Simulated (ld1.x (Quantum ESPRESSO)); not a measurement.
**Before and after: TM potential for In**

- Element: In
- Generator: ld1.x (Quantum ESPRESSO) 7.5
- Type: norm-conserving Troullier–Martins (Kleinman–Bylander form)
- Functional: PBE
- Relativity: scalar-relativistic
- Frozen core: [Kr] 4d10
- Valence charge: 3
- Reference configuration: 5s2 5p0.5 (charge +0.5)
- Partial waves: 5p (bound): rc 2.05 bohr; 5d channel at -0.05 Ry: rc 1.95 bohr; 5s (bound): rc 1.95 bohr
- Local potential: the s channel
- Core correction: none

Change: wave 5p (bound): rc 2.05 bohr becomes 5p (bound): rc 1.66 bohr.

Cutoffs: the cutoffs (Ry, on a coarse ladder) from which the occupation-weighted sum of valence levels, in a spherical-Bessel basis at the reference potential, stays within 10 and 1 mRy of its value at 400 Ry; they do not see the model core or the augmentation charge, which bear on the density cutoff. Errors are all-electron minus pseudo energies relative to the spin-unpolarised reference configuration.

Question: What does the change do?

Answer: The potential gets harder (18 Ry and 30 Ry → 50 Ry and 90 Ry); the bound ghosts move from d to d, p; of the 7 tests that both files solve, the error grows in 6 and shrinks in 0 by more than 15 % and 0.3 meV (median size 20.0 → 47.4 meV). A smaller radius makes the pseudo-wave follow the all-electron one further in, where it bends more sharply, so more plane waves are needed. That the errors move this way runs against the usual rule that smaller radii transfer better.

| quantity | base | changed |
| --- | --- | --- |
| cutoff, loose | 18 Ry | 50 Ry |
| cutoff, tight | 30 Ry | 90 Ry |
| loose cutoff by channel (10 mRy a level) | p 6 Ry, s 8 Ry | p 70 Ry, s 8 Ry |
| bound ghosts | d | p, d |
| error for 5s2 5p1, meV [ΔE -1.94 eV] | +5.9 | +9.5 |
| error for 5s2 5p0, meV [ΔE 3.42 eV] | +9.2 | +22 |
| error for 5s1 5p0, meV [ΔE 22.66 eV] | +106 | +110 |
| error for 5s1 5p1, meV [ΔE 10.02 eV] | +20 | +47 |
| error for 5s1 5p2, meV [ΔE 3.90 eV] | +48 | +110 |
| error for 5s2 5p1.3, meV [ΔE -2.47 eV] | +12 | +18 |
| error for 5s0 5p3, meV [ΔE 10.01 eV] | +163 | +360 |

 A true bound ghost makes a file unfit for plane-wave use even where its test errors are small: the radial tests pick states by their node count and pass the ghost by.
